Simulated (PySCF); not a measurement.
C5H7FO.
Geometry (GFN2-xTB, Å), atoms numbered from 1 in this order:
```
atom  x, y, z in Å
O1     0.1745    2.5105    0.4218
C2     0.0679    1.3364    0.2167
C3    -1.1358    0.4685    0.5020
C4    -0.8511   -0.8663   -0.1841
C5     0.6724   -0.9913   -0.1366
C6     1.1548    0.4328   -0.3898
F7     2.3859    0.6776    0.1674
H8    -1.1938    0.3498    1.5869
H9    -2.0559    0.9503    0.1740
H10   -1.3456   -1.7023    0.3068
H11   -1.1865   -0.8313   -1.2217
H12    1.0611   -1.7019   -0.8631
H13    1.0031   -1.2953    0.8580
H14    1.2484    0.6621   -1.4604
```

Probes without a nucleus sit at each ring's centroid and 1 Å off its mean plane on both sides; NICS is minus the shielding there, NICSzz its component along the normal. Level: GIAO PBE0/pcSseg-1 (PySCF, non-relativistic, gas phase) on the GFN2-xTB geometry, one conformer.

Ring bond lengths (Å), with Mayer bond orders in brackets: C2–C3 1.511 (0.97), C3–C4 1.528 (1.01), C4–C5 1.529 (1.01), C5–C6 1.525 (1.01), C6–C2 1.538 (0.91).

Q: What do the NICS probes read (ppm)?

A: 
| ring | type | NICS(0) | NICS(1), two faces | NICS(1)zz, two faces | rms pucker (Å) | centre to ring atoms, mean (Å) |
| --- | --- | --- | --- | --- | --- | --- |
| C2–C3–C4–C5–C6 | 5-membered carbocycle; formal bonds all single | 0.3 | -3.4 / -2.1 | -3.4 / -0.9 | 0.17 | 1.28 |

Q: What do they say, and how far can they be read as aromaticity?

A: 
- C2–C3–C4–C5–C6: mean NICS(1)zz -2.1 ppm, near zero. C3, C4, C5, C6 have four or more neighbours, so the value isn't read as a sign of a π ring current. A hydrogen on C5, outside the ring, lies only 1.43 Å from a NICS(1) probe, which then mostly feels that atom.

Q: What is the mean of the two in-plane components of NICS at the first NICS(1) probe listed for ring C2–C3–C4–C5–C6, 1 Å off the ring?

A: The isotropic value is a third of the trace: (3 × -3.4 − (-3.4))/2 = -3.4 ppm.

Q: Give the inner angles of the rings and the Hirshfeld charges of the ring atoms.

A: 
- C2–C3–C4–C5–C6: C2 107.5° (+0.162 e), C3 105.6° (-0.078 e), C4 104.1° (-0.066 e), C5 103.5° (-0.079 e), C6 105.1° (+0.055 e); sum 525.7° against 540° for a flat convex ring.

Q: What are the shieldings of the ring atoms and their hydrogens in the same run (means over atoms taken as equivalent)?

A: 
```json
{"atoms": "C2", "environment": "ketone carbonyl carbon", "σ isotropic (ppm)": "-30.6"}
{"atoms": "C3", "environment": "sp3 carbon next to a carbonyl", "σ isotropic (ppm)": "148.2"}
{"atoms": "C4", "environment": "ring CH2 carbon", "σ isotropic (ppm)": "168.0"}
{"atoms": "C5", "environment": "ring CH2 carbon", "σ isotropic (ppm)": "153.5"}
{"atoms": "C6", "environment": "sp3 C–F carbon", "σ isotropic (ppm)": "91.6"}
{"atoms": "H8", "environment": "methylene hydrogen", "σ isotropic (ppm)": "29.41"}
{"atoms": "H9", "environment": "methylene hydrogen", "σ isotropic (ppm)": "29.49"}
{"atoms": "H10", "environment": "methylene hydrogen", "σ isotropic (ppm)": "29.71"}
{"atoms": "H11", "environment": "methylene hydrogen", "σ isotropic (ppm)": "30.12"}
{"atoms": "H12", "environment": "methylene hydrogen", "σ isotropic (ppm)": "29.16"}
{"atoms": "H13", "environment": "methylene hydrogen", "σ isotropic (ppm)": "29.72"}
{"atoms": "H14", "environment": "methine hydrogen", "σ isotropic (ppm)": "26.81"}
```
